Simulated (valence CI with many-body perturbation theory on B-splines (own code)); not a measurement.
## Forbidden lines of Ta XXXIV

Computed by relativistic CI+MBPT: four valence electrons over a frozen Dirac-Fock core [Kr], radial functions for each j: 9 s, 9 p, 10 d, 8 f, 5 g, 3 h, 1 i, with the one-electron correlation potential Σ1, the two-electron term Σ2, the three-electron term Σ3, Breit, model QED; selected CI, second order for the rest (own B-spline code, finite nucleus).

No measured spectrum was set against this ion. As an estimate, large intervals hold to a few tenths of a per cent, small ones and those within an open d or f shell to about a per cent. Only levels of the ground parity were solved; by the run's estimate the other parity begins above the list, which can be wrong where configurations are misplaced.

Lines 51 to 100 of 120 in falling wavelength, among levels below 85.179 eV, chosen from the decays that carry over 1 % of a level's rate. Wavelengths and rates use the calculated energies. Electric multipoles are in the length gauge, E1 and E2 with the static RPA response of the core. Weak lines are less certain than strong ones. Lines between different terms over intervals too small for the method are left out, as are lines whose strength nearly cancels. The highest levels of a list are the least certain. Branching is blank where the lifetime is uncertain.

Levels are named by their leading jj configuration (3d3/2^4 stands for four electrons in 3d with j = 3/2), which in mixed levels can hold well under half, so a name can repeat and another be missing. Letters in brackets count levels of one name in rising energy.

| λ vac (nm) | Upper | Lower | Type | A (s⁻¹) | Branch % |
| --- | --- | --- | --- | --- | --- |
| 73.92 | (4d3/2 4d5/2^3) J=4 [a] | (4d3/2^2 4d5/2^2) J=3 [a] | M1 | 2.06e+04 | 25.0 |
| 73.92 | (4d3/2^2 4d5/2^2) J=3 [b] | (4d3/2^3 4d5/2) J=3 | M1 | 4.19e+03 |  |
| 73.55 | (4d3/2 4d5/2^3) J=2 [a] | (4d3/2^2 4d5/2^2) J=2 [b] | M1 | 1.84e+04 | 22.0 |
| 73.49 | (4d3/2^2 4d5/2^2) J=4 [b] | (4d3/2^3 4d5/2) J=3 | M1 | 7.18e+03 | 89.6 |
| 73.37 | (4d3/2 4d5/2^3) J=3 [a] | (4d3/2^2 4d5/2^2) J=3 [a] | M1 | 3.56e+04 | 36.8 |
| 71.79 | (4d3/2 4d5/2^3) J=5 | (4d3/2^2 4d5/2^2) J=5 | M1 | 1.32e+04 | 28.5 |
| 71.66 | (4d3/2^2 4d5/2^2) J=2 [b] | (4d3/2^3 4d5/2) J=3 | M1 | 1.46e+02 | 1.3 |
| 71.63 | (4d3/2 4d5/2^3) J=4 [a] | (4d3/2^2 4d5/2^2) J=4 [a] | M1 | 5.71e+04 | 69.6 |
| 71.31 | (4d3/2 4d5/2^3) J=2 [a] | (4d3/2^2 4d5/2^2) J=3 [b] | M1 | 2.37e+04 | 28.3 |
| 71.20 | (4d3/2 4d5/2^3) J=4 [b] | (4d3/2^2 4d5/2^2) J=4 [c] | M1 | 1.75e+04 | 25.8 |
| 71.08 | (4d3/2^2 4d5/2^2) J=2 [a] | (4d3/2^3 4d5/2) J=1 | M1 | 5.17e+04 | 81.6 |
| 70.47 | (4d3/2 4d5/2^3) J=3 [b] | (4d3/2^2 4d5/2^2) J=2 [b] | M1 | 1.06e+04 | 17.6 |
| 70.37 | (4d5/2^4) J=4 | (4d3/2 4d5/2^3) J=5 | M1 | 1.67e+04 | 12.4 |
| 69.71 | (4d3/2 4d5/2^3) J=6 | (4d3/2^2 4d5/2^2) J=5 | M1 | 2.24e+04 | 54.9 |
| 69.43 | (4d3/2 4d5/2^3) J=3 [a] | (4d3/2^2 4d5/2^2) J=2 [a] | M1 | 5.30e+04 | 54.8 |
| 68.79 | (4d3/2 4d5/2^3) J=3 [b] | (4d3/2^2 4d5/2^2) J=4 [b] | M1 | 7.79e+03 | 12.9 |
| 68.67 | (4d3/2 4d5/2^3) J=1 [b] | (4d3/2^2 4d5/2^2) J=2 [c] | M1 | 2.10e+04 | 27.7 |
| 68.64 | (4d3/2 4d5/2^3) J=3 [c] | (4d3/2^2 4d5/2^2) J=2 [c] | M1 | 1.46e+04 | 29.6 |
| 68.47 | (4d3/2^3 4d5/2) J=2 | (4d3/2^4) J=0 | E2 | 1.74e+01 | 1.3 |
| 68.41 | (4d3/2 4d5/2^3) J=3 [b] | (4d3/2^2 4d5/2^2) J=3 [b] | M1 | 2.25e+04 | 37.3 |
| 68.10 | (4d3/2^2 4d5/2^2) J=3 [b] | (4d3/2^3 4d5/2) J=2 | M1 | 1.06e+03 |  |
| 67.74 | (4d3/2^2 4d5/2^2) J=3 [b] | (4d3/2^3 4d5/2) J=4 | M1 | 2.10e+04 |  |
| 67.37 | (4d3/2^2 4d5/2^2) J=4 [b] | (4d3/2^3 4d5/2) J=4 | M1 | 2.87e+02 | 3.6 |
| 66.39 | (4d5/2^4) J=2 | (4d3/2 4d5/2^3) J=2 [a] | M1 | 3.45e+04 | 24.8 |
| 66.17 | (4d3/2^2 4d5/2^2) J=2 [b] | (4d3/2^3 4d5/2) J=2 | M1 | 7.72e+03 | 68.7 |
| 64.91 | (4d3/2 4d5/2^3) J=2 [a] | (4d3/2^2 4d5/2^2) J=1 | M1 | 1.20e+04 | 14.3 |
| 63.12 | (4d3/2 4d5/2^3) J=5 | (4d3/2^2 4d5/2^2) J=4 [a] | M1 | 7.46e+03 | 16.1 |
| 63.01 | (4d3/2 4d5/2^3) J=1 [a] | (4d3/2^2 4d5/2^2) J=2 [a] | M1 | 4.81e+04 | 38.1 |
| 62.53 | (4d5/2^4) J=4 | (4d3/2 4d5/2^3) J=3 [a] | M1 | 4.29e+04 | 31.8 |
| 62.17 | (4d3/2 4d5/2^3) J=2 [b] | (4d3/2^2 4d5/2^2) J=2 [c] | M1 | 2.17e+04 | 38.3 |
| 62.14 | (4d5/2^4) J=4 | (4d3/2 4d5/2^3) J=4 [a] | M1 | 6.27e+04 | 46.4 |
| 60.73 | (4d3/2 4d5/2^3) J=1 [a] | (4d3/2^2 4d5/2^2) J=0 [a] | M1 | 4.68e+04 | 37.1 |
| 56.60 | (4d3/2^2 4d5/2^2) J=2 [c] | (4d3/2^3 4d5/2) J=3 | M1 | 4.53e+04 | 75.1 |
| 56.22 | (4d5/2^4) J=2 | (4d3/2 4d5/2^3) J=1 [a] | M1 | 5.00e+04 | 35.9 |
| 56.12 | (4d3/2 4d5/2^3) J=2 [a] | (4d3/2^2 4d5/2^2) J=3 [a] | M1 | 2.36e+04 | 28.1 |
| 54.72 | (4d3/2 4d5/2^3) J=1 [b] | (4d3/2^2 4d5/2^2) J=2 [b] | M1 | 1.70e+03 | 2.2 |
| 54.31 | (4d3/2 4d5/2^3) J=3 [b] | (4d3/2^2 4d5/2^2) J=3 [a] | M1 | 7.01e+03 | 11.6 |
| 53.68 | (4d3/2 4d5/2^3) J=3 [c] | (4d3/2^2 4d5/2^2) J=4 [b] | M1 | 2.33e+03 | 4.7 |
| 53.30 | (4d3/2^2 4d5/2^2) J=4 [c] | (4d3/2^3 4d5/2) J=3 | M1 | 1.44e+04 | 70.2 |
| 53.12 | (4d3/2^2 4d5/2^2) J=2 [c] | (4d3/2^3 4d5/2) J=2 | M1 | 1.33e+04 | 22.0 |
| 53.06 | (4d3/2 4d5/2^3) J=3 [b] | (4d3/2^2 4d5/2^2) J=4 [a] | M1 | 8.33e+03 | 13.8 |
| 52.76 | (4d3/2 4d5/2^3) J=0 | (4d3/2^2 4d5/2^2) J=1 | M1 | 3.13e+04 |  |
| 52.45 | (4d3/2^2 4d5/2^2) J=2 [b] | (4d3/2^3 4d5/2) J=1 | M1 | 2.52e+03 | 22.4 |
| 52.11 | (4d3/2 4d5/2^3) J=3 [b] | (4d3/2^2 4d5/2^2) J=2 [a] | M1 | 1.50e+03 | 2.5 |
| 51.94 | (4d5/2^4) J=2 | (4d3/2 4d5/2^3) J=3 [a] | M1 | 3.52e+04 | 25.3 |
| 51.87 | (4d3/2 4d5/2^3) J=4 [b] | (4d3/2^2 4d5/2^2) J=3 [b] | M1 | 1.71e+04 | 25.3 |
| 50.51 | (4d3/2 4d5/2^3) J=2 [b] | (4d3/2^2 4d5/2^2) J=2 [b] | M1 | 1.92e+03 | 3.4 |
| 49.80 | (4d3/2 4d5/2^3) J=1 [b] | (4d3/2^2 4d5/2^2) J=1 | M1 | 1.07e+04 | 14.2 |
| 49.44 | (4d3/2 4d5/2^3) J=2 [b] | (4d3/2^2 4d5/2^2) J=3 [b] | M1 | 6.13e+03 | 10.8 |
| 48.56 | (4d5/2^4) J=4 | (4d3/2^2 4d5/2^2) J=4 [c] | M1 | 5.75e+03 | 4.3 |
